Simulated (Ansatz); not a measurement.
A short molecular-dynamics run on SrO2⁻.

```yaml
crystal:
  periodic: [false, false, false]
  atoms:
    - {symbol: Sr, position_ang: [-0.823761, -0.975232, -0.443377]}
    - {symbol: O, position_ang: [0.655223, 0.596841, -0.470671]}
    - {symbol: O, position_ang: [0.168538, 0.378380, 0.914048]}
basis:
  gaussian: {orbitals: def2-SVP}
total_charge: -1
magnetization: {spin_polarized: true, initial_magnetization: 1}
hamiltonian: {xc: {name: PBE}, dispersion: d3bjatm}
md: {timestep: 0.5 fs, n_steps: 15, ensemble: nvt_nose_hoover, temperature: 300, initial_velocities: maxwell_boltzmann, seed: 821}
scf: {omitted_lower_state_checks: [starts]}
```

```sh
$ ansatz run in.yaml --threads 4 --pin off --events-out ev --progress --plain --max-ram 3916MiB
```

```
step  time (fs)  potential energy (eV)  kinetic (eV)  T (K)  conserved (eV)
   0        0.0             -4921.2171        0.0388    300      -4921.1783
   1        0.5             -4921.2204        0.0420    325      -4921.1784
   2        1.0             -4921.2235        0.0452    350      -4921.1784
   3        1.5             -4921.2266        0.0482    373      -4921.1784
   4        2.0             -4921.2294        0.0510    395      -4921.1784
   5        2.5             -4921.2320        0.0537    415      -4921.1784
   6        3.0             -4921.2344        0.0560    433      -4921.1784
   7        3.5             -4921.2364        0.0580    449      -4921.1784
   8        4.0             -4921.2381        0.0597    462      -4921.1784
   9        4.5             -4921.2395        0.0611    472      -4921.1784
  10        5.0             -4921.2404        0.0620    480      -4921.1784
  11        5.5             -4921.2410        0.0626    484      -4921.1784
  12        6.0             -4921.2413        0.0628    486      -4921.1784
  13        6.5             -4921.2411        0.0627    485      -4921.1784
  14        7.0             -4921.2406        0.0621    481      -4921.1784
  15        7.5             -4921.2397        0.0612    474      -4921.1784
```

Velocities are drawn at the set temperature; a run this short doesn't reach equilibrium.

In the def2 sets Sr takes a core potential; there is no spin–orbit coupling. The highest occupied level of an anion often lies above zero with these methods, and sets without diffuse functions describe the outer electron poorly.

Frames (Å, forces in eV/Å):

```xyz
3
time=0.0 fs
Sr   -0.824   -0.975   -0.443   -0.588   -0.696   -0.316
O     0.655    0.597   -0.471    0.490    0.436   -0.400
O     0.169    0.378    0.914    0.098    0.260    0.716
3
time=0.5 fs
Sr   -0.824   -0.976   -0.444   -0.549   -0.648   -0.287
O     0.656    0.598   -0.471    0.463    0.413   -0.372
O     0.170    0.380    0.916    0.086    0.235    0.660
3
time=1.0 fs
Sr   -0.825   -0.976   -0.444   -0.509   -0.599   -0.258
O     0.657    0.599   -0.471    0.435    0.389   -0.342
O     0.171    0.382    0.918    0.075    0.210    0.600
3
time=1.5 fs
Sr   -0.825   -0.977   -0.444   -0.468   -0.549   -0.228
O     0.658    0.600   -0.471    0.404    0.364   -0.310
O     0.172    0.384    0.920    0.064    0.185    0.537
3
time=2.0 fs
Sr   -0.825   -0.977   -0.445   -0.427   -0.498   -0.197
O     0.659    0.601   -0.471    0.373    0.338   -0.275
O     0.174    0.386    0.922    0.054    0.160    0.472
3
time=2.5 fs
Sr   -0.826   -0.978   -0.445   -0.384   -0.446   -0.167
O     0.660    0.602   -0.472    0.340    0.311   -0.238
O     0.175    0.388    0.924    0.044    0.135    0.405
3
time=3.0 fs
Sr   -0.826   -0.978   -0.445   -0.341   -0.393   -0.136
O     0.661    0.603   -0.472    0.306    0.283   -0.200
O     0.176    0.389    0.927    0.035    0.110    0.337
3
time=3.5 fs
Sr   -0.827   -0.979   -0.446   -0.297   -0.340   -0.106
O     0.662    0.604   -0.472    0.271    0.254   -0.161
O     0.178    0.391    0.929    0.026    0.086    0.267
3
time=4.0 fs
Sr   -0.827   -0.979   -0.446   -0.253   -0.286   -0.076
O     0.663    0.605   -0.473    0.236    0.225   -0.121
O     0.179    0.393    0.931    0.017    0.061    0.197
3
time=4.5 fs
Sr   -0.828   -0.980   -0.446   -0.209   -0.233   -0.046
O     0.665    0.606   -0.473    0.200    0.196   -0.081
O     0.180    0.395    0.934    0.009    0.037    0.127
3
time=5.0 fs
Sr   -0.828   -0.981   -0.447   -0.165   -0.180   -0.016
O     0.666    0.608   -0.474    0.164    0.167   -0.041
O     0.182    0.397    0.936    0.001    0.013    0.057
3
time=5.5 fs
Sr   -0.829   -0.981   -0.447   -0.121   -0.126    0.013
O     0.667    0.609   -0.474    0.128    0.137    0.000
O     0.183    0.399    0.938   -0.007   -0.011   -0.013
3
time=6.0 fs
Sr   -0.829   -0.982   -0.448   -0.078   -0.074    0.042
O     0.669    0.610   -0.474    0.093    0.108    0.040
O     0.184    0.401    0.941   -0.015   -0.034   -0.081
3
time=6.5 fs
Sr   -0.830   -0.982   -0.448   -0.035   -0.022    0.070
O     0.670    0.612   -0.475    0.057    0.078    0.079
O     0.186    0.403    0.943   -0.023   -0.056   -0.149
3
time=7.0 fs
Sr   -0.830   -0.983   -0.448    0.008    0.029    0.098
O     0.671    0.613   -0.475    0.022    0.049    0.117
O     0.187    0.405    0.946   -0.030   -0.079   -0.215
3
time=7.5 fs
Sr   -0.831   -0.984   -0.449    0.049    0.080    0.124
O     0.673    0.614   -0.476   -0.012    0.021    0.154
O     0.188    0.407    0.948   -0.037   -0.100   -0.279
```

Run time 17 s (4 threads of Arm Neoverse V2 on a shared host).
